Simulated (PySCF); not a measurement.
Static response to an electric field

C3H9B2N.
Structure used (GFN2-xTB), in Å, numbered top down from 1:
```xyz
15
C3H9B2N angstrom
B     -1.7439    0.5423   -0.3560
N     -0.8296   -0.3153    0.2935
B     -0.8619   -0.5788    1.6800
C      0.2409   -0.9110   -0.4997
C      1.4735   -0.0555   -0.5905
C      1.6319    1.1295   -0.0339
H     -1.6553    0.7140   -1.5124
H     -2.5826    1.0631    0.2673
H     -1.6968   -0.0926    2.3358
H     -0.0581   -1.2901    2.1526
H      0.5267   -1.8758   -0.0658
H     -0.1174   -1.1000   -1.5181
H      2.2683   -0.4993   -1.1764
H      2.5458    1.6878   -0.1427
H      0.8542    1.5896    0.5524
```

Level: wB97X-D/def2-SVPD (PySCF), static field, nuclei fixed, core orbitals frozen in the response. The polarisability tensor in these axes (au):

```
x   72.57 -0.96 -2.32
y   -0.96 69.38  0.39
z   -2.32  0.39 70.13
```

Task: What are the eigenvalues, a third of the trace, and Δα (Δα² = ½Σ(αi − αj)² over the three pairs)?

Result: Principal values 68.68, 69.22 and 74.19 au; mean 70.70 au = 10.48 Å³ = 11.66 × 10⁻⁴⁰ C²·m²/J; Δα = 5.27 au (7 % of the mean).

Task: What is the dipole moment, and where does it point?

Result: (1.05, -0.72, -0.85) D, 1.53 D in size, pointing from the negative to the positive side. Measured along this direction, the outermost atoms are H9 and H8 at the negative end and H13 at the positive end.

Task: What would n − 1 = 2πNα be for an ideal gas of these molecules at 273.15 K and 1 atm, electronic part alone?

Result: N = p/kT = 2.6868 × 10¹⁹ cm⁻³, so n − 1 = 2π × N × 10.48 × 10⁻²⁴ cm³ = 1769 × 10⁻⁶ at long wavelengths, for an ideal gas.

Task: Orientational against electronic polarisability at 250 K (dilute gas, rigid molecules)?

Result: In Gaussian units μ²/3kT = 22.56 Å³ against 10.48 Å³, a ratio of 2.15; the Debye molar polarisation (4π/3)N_A(α + μ²/3kT) is 83.3 cm³/mol, leaving out the vibrational part.

Task: Give the eigenvalues of the traceless quadrupole moment Θ = ½Σq(3rr − r²1), origin at the centre of nuclear charge.

Result: -4.81, -0.41, 5.22 D·Å. The values depend on the origin, since the dipole doesn't vanish. The electronic extent ⟨r²⟩ about the same centre is 601 bohr², a root-mean-square distance of 1.96 Å for the 44 electrons.

Task: Sum over states: ᾱ = Σ f/ω², ω in Eh. What share falls to these 8 lowest TDDFT singlets (eV, f)? 6.36, 0.0050; 6.40, 0.0245; 6.68, 0.0005; 6.78, 0.1603; 7.64, 0.2583; 7.65, 0.1126; 7.79, 0.0239; 7.96, 0.0017.

Result: They add up to 8.14 au, 11.5 % of the 70.70 au; the largest single term is 3.28 au, from the state at 7.64 eV. Terms in order: 0.09, 0.44, 0.01, 2.59, 3.28, 1.42, 0.29, 0.02 au. Higher excitations give the rest. The strengths listed sum to 0.587.

Task: Rayleigh depolarisation ratio (linearly polarised light, static tensor)?

Result: ρ = 3Δα²/(45ᾱ² + 4Δα²) = 83.2/(224910 + 110.9) = 0.00037.

One conformer (not necessarily the lowest) at the GFN2-xTB geometry, without solvent, vibrations or thermal averaging.

The pairwise dispersion term of wB97X-D wasn't added to the energies; at a given geometry it leaves orbitals and properties as they are.
